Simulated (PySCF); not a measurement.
An equivalent PySCF input for Mn⁺ (manganese, charge +1), [Ar] 3d5 4s1, high-spin 7S determinant, with the non-relativistic Hamiltonian (point nucleus):

```python
from pyscf import gto, scf, dft, mp, cc
import basis_set_exchange as bse
mol = gto.M(atom="Mn 0 0 0", charge=1, spin=6, symmetry="D2h",
            basis=gto.basis.parse(bse.get_basis("aug-cc-pVDZ", elements=["Mn"], fmt="nwchem", header=False)))
mf = dft.UKS(mol, xc="M06L")
mf.irrep_nelec = {'Ag': (6, 3), 'B1g': (1, 0), 'B2g': (1, 0), 'B3g': (1, 0), 'B1u': (2, 2), 'B2u': (2, 2), 'B3u': (2, 2)}
mf.kernel()
```

It reaches the same state as the run whose output follows, with an energy that differs only through the grid. The run itself started from symmetry-adapted Hartree-Fock orbitals and held the occupation by maximum overlap, on a logarithmic radial grid, so the iterations belong to that start.

```
SCF conv_tol = 1e-09
number electrons alpha = 15  beta = 9
XC functionals = M06L
    Y. Zhao and D. G. Truhlar.,  J. Chem. Phys. 125, 194101 (2006)
    Y. Zhao and D. G. Truhlar.,  J. Chem. Phys. 125, 194101 (2006)
    Y. Zhao and D. G. Truhlar.,  Theor. Chem. Acc. 120, 215 (2008)
cycle= 1 E= -1150.67780577805  delta_E= -0.00544  |g|= 0.0259  |ddm|= 0.38
cycle= 2 E= -1150.67778832971  delta_E= 1.74e-05  |g|= 0.0286  |ddm|= 0.213
cycle= 3 E= -1150.67806246783  delta_E= -0.000274  |g|= 0.000752  |ddm|= 0.107
cycle= 4 E= -1150.67806283442  delta_E= -3.67e-07  |g|= 7.59e-05  |ddm|= 0.00631
cycle= 5 E= -1150.67806283639  delta_E= -1.97e-09  |g|= 2.4e-06  |ddm|= 0.000463
cycle= 6 E= -1150.67806283639  delta_E= -3.41e-12  |g|= 3.19e-07  |ddm|= 1.66e-05
converged SCF energy = -1150.67806283639  <S^2> = 12.000407  2S+1 = 7.0001164
```
